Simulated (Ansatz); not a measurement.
C$_{2}$H$_{6}$SSi, SMILES `[SiH3]CC=S`. Total charge 0; spin multiplicity 1. All single points use the PBE0-D4/def2-TZVP geometry. It is one conformer, not always the lowest.

```xyz
10

Si    0.622   -0.859   -0.795
C    -0.581   -0.168    0.505
C    -0.300    1.261    0.715
S    -1.063    2.497    0.012
H     0.361   -0.203   -2.099
H     0.413   -2.326   -0.906
H     2.020   -0.592   -0.370
H    -0.418   -0.747    1.421
H    -1.594   -0.329    0.131
H     0.540    1.468    1.385
```

Problem. What is the dipole moment at ωB97M-V/def2-TZVPP? (Estimate.)

Solution. Computed: 2.52 D, with components (0.75, -2.24, 0.89) D in this frame, pointing from negative to positive charge.

Problem. And with PBE, r2SCAN, B3LYP? (An estimate is asked.)

Solution. Ansatz gave: PBE 2.52 D, r2SCAN 2.69 D, B3LYP 2.57 D.

Problem. Give the Mulliken charges with ωB97M-V, r2SCAN, PBE in def2-TZVPP. (Best estimate.)

Solution. The calculation gave: 
```json
{"atom": "Si1", "ωB97M-V": "0.18", "r2SCAN": "0.29", "PBE": "0.20"}
{"atom": "C2", "ωB97M-V": "-0.26", "r2SCAN": "-0.13", "PBE": "-0.15"}
{"atom": "C3", "ωB97M-V": "-0.10", "r2SCAN": "-0.03", "PBE": "-0.05"}
{"atom": "S4", "ωB97M-V": "-0.16", "r2SCAN": "-0.21", "PBE": "-0.21"}
{"atom": "H5", "ωB97M-V": "0.00", "r2SCAN": "-0.05", "PBE": "-0.03"}
{"atom": "H6", "ωB97M-V": "-0.02", "r2SCAN": "-0.06", "PBE": "-0.05"}
{"atom": "H7", "ωB97M-V": "-0.02", "r2SCAN": "-0.06", "PBE": "-0.04"}
{"atom": "H8", "ωB97M-V": "0.12", "r2SCAN": "0.08", "PBE": "0.10"}
{"atom": "H9", "ωB97M-V": "0.12", "r2SCAN": "0.08", "PBE": "0.10"}
{"atom": "H10", "ωB97M-V": "0.14", "r2SCAN": "0.10", "PBE": "0.12"}
```

B3LYP here is the variant with VWN-RPA as its local correlation; programs differ in this.
